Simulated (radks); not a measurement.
Task: All-electron calculation, scalar-relativistic Kohn-Sham, LDA (Slater exchange, VWN5 correlation), spin-polarised, spherical densities, finite nucleus; Fermi nuclear charge, rms radius of each element as measured or else 0.836 A^(1/3) + 0.57 fm. Program: a radial shooting solver on a logarithmic mesh with Libxc functionals. Response by self-consistent Sternheimer equations with the Hartree and adiabatic LDA kernel, the relativistic mass of each level held fixed and spin-orbit coupling left out. Rank Ar, Fe8+, Cr6+, Mn7+, K+, Ca2+, Ti4+, V5+, Sc3+ (NIST ground configurations) by static dipole polarisability, largest first.

Result: Ar 12.02, K+ 5.741, Ca2+ 3.344, Sc3+ 2.162, Ti4+ 1.495, V5+ 1.083, Cr6+ 0.8125, Mn7+ 0.6266, Fe8+ 0.4940 bohr^3.
